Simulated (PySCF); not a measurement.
31P chemical shifts

Theory: shielding tensors at PBE0/pcSseg-1 (GIAO), geometry from GFN2-xTB, in PySCF 2.14.0 with density-fitted response routines (in vacuum, equivalent nuclei averaged, non-relativistic Hamiltonian, a single conformation).

Shieldings were converted by a linear fit to measured shifts: 31P (scatter 18.1 ppm rms vs H3PO4, solution or neat liquid). Occasional misses reach two or three times the rms, and more in compound classes unlike the fitted ones.

(1) Give the 31P shifts of `CCc1pccc([SiH3])p1`, `CC#CP=C=C(C)C`.

(2) Order these by 31P shift, lowest first.
A. C=CP1C=CCC=C1
B. C/C([SiH3])=P\CCC(F)(F)F
C. Cc1cccpc1C
D. CC#CP=C=C(C)C
E. F/C(=C\[SiH3])[SiH2]P

Results:

(1) 
```
                                                  compound                                         environment  δ (ppm)
[CH3:1][CH2:2][c:3]1[p:4][cH:5][cH:6][c:7]([SiH3:8])[p:9]1  P9: phosphorus bonded to 2 C, in a 6-membered ring    241.6
[CH3:1][CH2:2][c:3]1[p:4][cH:5][cH:6][c:7]([SiH3:8])[p:9]1  P4: phosphorus bonded to 2 C, in a 6-membered ring    220.4
                                             CC#CP=C=C(C)C                            phosphorus bonded to 2 C      5.6
```

(2) E (-250.4 ppm, phosphorus bonded to Si, 2 H), A (-54.5 ppm, phosphorus bonded to 3 C, in a 6-membered ring), D (5.6 ppm, phosphorus bonded to 2 C), C (196.7 ppm, phosphorus bonded to 2 C, in a 6-membered ring), B (302.5 ppm, phosphorus bonded to 2 C).
